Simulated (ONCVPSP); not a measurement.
**u(r) = r·R(r): atom against pseudo-atom (vanadium)**

Columns: radius, all-electron u(r) and pseudo u(r) of the 3s shell (level -71.61 eV) of vanadium in the configuration [Ne] 3s2 3p6 3d3 4s1.75; LDA (Perdew-Zunger), scalar-relativistic, ONCV scheme, ONCVPSP 4.0.1.

| r (bohr) | all-electron | pseudo |
| --- | --- | --- |
| 0.098 | -0.0946 | 0.1789 |
| 0.195 | -0.5959 | 0.3531 |
| 0.292 | -0.4189 | 0.5200 |
| 0.390 | 0.0518 | 0.6753 |
| 0.488 | 0.5174 | 0.8109 |
| 0.585 | 0.8565 | 0.9195 |
| 0.682 | 1.0556 | 0.9963 |
| 0.780 | 1.1370 | 1.0366 |
| 0.878 | 1.1316 | 1.0383 |
| 0.975 | 1.0712 | 1.0055 |
| 1.072 | 0.9801 | 0.9441 |
| 1.170 | 0.8738 | 0.8599 |
| 1.268 | 0.7648 | 0.7617 |
| 1.365 | 0.6609 | 0.6607 |
| 1.463 | 0.5641 | 0.5640 |
| 1.560 | 0.4781 | 0.4780 |
| 1.658 | 0.4016 | 0.4016 |
| 1.755 | 0.3361 | 0.3360 |
| 1.852 | 0.2799 | 0.2799 |
| 1.950 | 0.2318 | 0.2317 |
| 2.047 | 0.1917 | 0.1916 |
| 2.145 | 0.1577 | 0.1577 |
| 2.242 | 0.1297 | 0.1297 |
| 2.340 | 0.1063 | 0.1063 |
| 2.438 | 0.0869 | 0.0869 |
| 2.535 | 0.0711 | 0.0711 |

(1) How many radial nodes do the two functions have?

(2) At about which radius was the pseudo-wave matched?

(3) Is the pseudo-wave norm-conserving?

Results:

(1) The all-electron 3s function has n − l − 1 = 2 (the table is too coarse to show those close to the nucleus); the pseudo-wave has 0, since the states of the same l below it are removed with the core.

(2) 1.45 bohr, where the columns begin to agree (steps of 0.10 bohr).

(3) Yes: the ONCV scheme keeps the norm inside the radius equal to the all-electron one, which fixes the energy derivative of the logarithmic derivative at the level.
